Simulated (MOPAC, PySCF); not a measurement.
C4H7ClSi, SMILES `C=C/C(Cl)=C\[SiH3]` (C–C–C–Cl torsion 0°), neutral singlet in the gas phase. 

Z-matrix (Å, degrees):
```
C
C 1 1.3306
H 2 1.0837 1 117.04
C 1 1.4586 2 124.72 3 179.96
C 4 1.3243 1 126.67 2 -179.89
H 5 1.0806 4 121.81 1 -0.01
H 5 1.0807 6 117.64 4 179.99
H 4 1.0844 5 118.96 6 180.00
Cl 1 1.7470 2 119.27 3 -0.05
Si 2 1.8629 3 117.40 1 179.95
H 10 1.4769 2 108.00 3 1.00
H 10 1.4796 11 109.09 2 -121.16
H 10 1.4797 11 109.07 12 -117.71
```
Charge 0, multiplicity 1.

All levels are single points at this geometry (CAM-B3LYP-D3(BJ)/def2-TZVP); Pople sets use spherical d functions. Orbital energies aren't observables, and empty levels follow the basis.

HF/3-21G in PySCF gives dipole (D) = 1.50.

**Question.** Estimate the dipole (D) from each of these levels: CAM-B3LYP-D3(BJ)/def2-TZVP in PySCF; PBE-D3(BJ)/def2-TZVP in PySCF; TPSSh-D3(BJ)/def2-TZVP in PySCF; B3LYP/LANL2DZ in PySCF; BP86/6-31G* in PySCF; M06-2X/6-31G* in PySCF; HF/STO-3G in PySCF; PM3 in MOPAC.

**Answer.** 
```json
[
 {"level": "CAM-B3LYP-D3(BJ)/def2-TZVP in PySCF", "dipole (D)": "0.97"},
 {"level": "PBE-D3(BJ)/def2-TZVP in PySCF", "dipole (D)": "0.87"},
 {"level": "TPSSh-D3(BJ)/def2-TZVP in PySCF", "dipole (D)": "0.97"},
 {"level": "B3LYP/LANL2DZ in PySCF", "dipole (D)": "1.40"},
 {"level": "BP86/6-31G* in PySCF", "dipole (D)": "1.01"},
 {"level": "M06-2X/6-31G* in PySCF", "dipole (D)": "1.15"},
 {"level": "HF/STO-3G in PySCF", "dipole (D)": "2.32"},
 {"level": "PM3 in MOPAC", "dipole (D)": "1.12"}
]
```
